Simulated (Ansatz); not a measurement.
A search over several starts for the lowest SCF solution of Tl₂I⁺ at the given spin, in a small basis.

```yaml
crystal:
  periodic: [false, false, false]
  atoms:
    - {symbol: Tl, position_ang: [0.568272, 0.640659, -1.551171]}
    - {symbol: Tl, position_ang: [0.964270, 0.199561, 1.460339]}
    - {symbol: I, position_ang: [-1.532541, -0.840230, 0.090832]}
basis:
  gaussian: {orbitals: def2-SVP, initial_orbitals: start.molden}
total_charge: 1
magnetization: {spin_polarized: true, initial_magnetization: 4}
hamiltonian: {xc: pbe0, dispersion: d4}
output: {orbitals: {seedname: orbitals}}
```

The file start.molden holds the orbitals of an earlier run on this structure, at another level or in another basis.

```sh
$ ansatz run in.yaml --threads 4 --pin off --events-out ev --progress --plain --max-ram 3916MiB
```

Output, abridged:

```
Functional definition: PBE0
1040 factors; integrals over basis functions are off by at most 4.5e-4 eV
mean field evaluation 1: about -17479.6215 eV, gradient 1.2e-1 eV
mean field evaluation 2: about -17479.6497 eV, gradient 7.2e-5 eV
mean field evaluation 4: about -17479.6497 eV, gradient 1.7e-5 eV
mean field evaluation 8: about -17478.8175 eV, gradient 1.0e1 eV
mean field evaluation 16: about -17479.6496 eV, gradient 5.2e-2 eV
mean field evaluation 32: about -17479.6497 eV, gradient 1.1e-5 eV
mean field -17479.64969978 eV, -642.3652783349 hartree, gradient 3.5e-6 eV, S^2 6.011435; 5 other end points of the search recorded, 0 dependent functions left out
reference -17479.64972969 eV, -642.3652794341 hartree; 35, 31 occupied and 43, 47 virtual orbitals, 1040 factors
Total energy: -17479.75325692 eV, -642.3690839896 hartree
```

It took 7 s on 4 threads of Intel Xeon on a shared host.

In the def2 sets I, Tl take a core potential; there is no spin–orbit coupling. At PBE0-D4/def2-TZVP a singlet of charge 1 lies 7.76 eV below the quintet, each at its own geometry. The structure comes from a short search, and lower isomers may exist.
